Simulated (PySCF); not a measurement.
Species: C7H11Si (doublet state).
Z-matrix (Å and degrees, GFN2-xTB geometry), rows numbered from 1:
```
C 
C   1  1.3133
Si  2  1.8521  1  154.57
C   2  1.5114  1  136.35  3   177.64
C   4  1.5136  2  115.91  3   114.23
C   4  1.4857  2  114.46  3  -109.14
C   6  1.2990  4  124.61  2    43.43
C   7  1.4568  6  142.67  4  -176.59
H   1  1.0796  2  122.27  3     2.06
H   1  1.0820  2  121.80  3  -178.28
H   3  1.4491  2  119.96  4   100.39
H   3  1.4548  2  117.36  4  -103.33
H   5  1.0912  4  110.68  2    75.28
H   5  1.0897  4  110.85  2  -164.39
H   5  1.0881  4  110.30  2   -44.20
H   6  1.0975  4  113.66  2  -137.55
H   8  1.0978  7  111.72  6     8.49
H   8  1.0916  7  110.21  6   128.30
H   8  1.0912  7  110.41  6  -112.28
```

The hyperfine couplings belong to this conformer and change with its torsions.

The species is `C/[C]=C/[C@@]1(C)[SiH2]C1=C` [radical].

Method used: UKS B3LYP, pcH-1 on C H Si, non-relativistic, mean-field spin-orbit, GIAO in PySCF 2.14.0. The structure is a single GFN2-xTB conformer in the gas phase; no vibrational or solvent corrections. The geometry wasn't refined by DFT: couplings that depend on bond lengths, twists or pyramidal angles can differ widely from those at the functional's own minimum. Stability of the SCF solution: not tested.

Principal values of hyperfine tensors in MHz (contact, dipolar and spin–orbit terms together), for some of the nuclei:

```
atom  isotope      A1      A2      A3
  C7      13C  176.62  198.82  399.02
 H16       1H  159.42  162.50  171.28
 H17       1H  127.63  131.27  140.57
 H18       1H   38.25   39.47   57.30
  C8      13C   11.60   12.35   24.67
 H19       1H    8.00    9.57   25.64
  C2      13C   -5.52   -4.94   -2.45
 H11       1H   -0.83    0.25   10.41
```

Question: Give the isotropic coupling of each nucleus in MHz and in mT (g = 2.0023), and the anisotropic part.

Answer: a_iso is a third of the trace, T = A − a_iso, and a(mT) = a(MHz)/(g × 13.996). The tensors hold a spin–orbit part: the run splits a_iso into a_FC + a_SO, and T includes its anisotropic share.

```csv
atom,a_iso (MHz),a_FC,a_SO,a_iso (mT),T1,T2,T3
C7,258.15,258.26,-0.11,9.212,-81.53,-59.33,140.86
H16,164.40,164.40,0.00,5.866,-4.98,-1.90,6.88
H17,133.16,133.16,0.00,4.751,-5.52,-1.89,7.41
H18,45.01,45.01,0.00,1.606,-6.76,-5.54,12.29
C8,16.21,16.20,0.00,0.578,-4.61,-3.86,8.46
H19,14.40,14.40,0.00,0.514,-6.41,-4.83,11.24
C2,-4.31,-4.30,0.00,-0.154,-1.22,-0.64,1.85
H11,3.28,3.28,0.00,0.117,-4.10,-3.03,7.13
```

Question: What spin density at the nucleus of H18 lies behind its contact coupling (g_N = 5.58569)?

Answer: a_FC = 800.24 MHz bohr³ × g_N × ρ(0)/(2S). With a_FC = 45.01 MHz and 2S = 1, ρ(0) = 0.01007 bohr⁻³. In magnitude that is 3.2 % of the 1/π = 0.318 of a free hydrogen atom.

Question: C4 (13C, g_N = 1.40482) isn't in the table. Its spin density at the nucleus is 0.04665 bohr⁻³. What is its contact coupling?

Answer: By the same relation, a_FC = 52.4 MHz. Its full tensor has the principal values 48.70, 49.02, 59.57 MHz.

Question: Name the largest traceless tensor T of the table and describe it.

Answer: C7: -81.5, -59.3, 140.9 MHz (the dipolar term alone has -81.4, -59.3, 140.8), rhombic: the two smaller values differ by 16 % of the largest.

Question: In a single crystal, with the field along each principal axis of the tensor of H16 in turn, what first-order splitting does this nucleus give (isotropic g, quadrupole terms neglected)?

Answer: 2 lines (I = 1/2), spaced by |A_i|/(g × 13.996): 5.69, 5.80, 6.11 mT along the axes of A1, A2 and A3.

Time: 1.8 min (with the writing of density and orbital grids); peak memory 1.1 GiB. Hardware: one thread, Intel Xeon Platinum 8488C (x86_64), shared host with 96 logical CPUs at a one-minute load of 29.
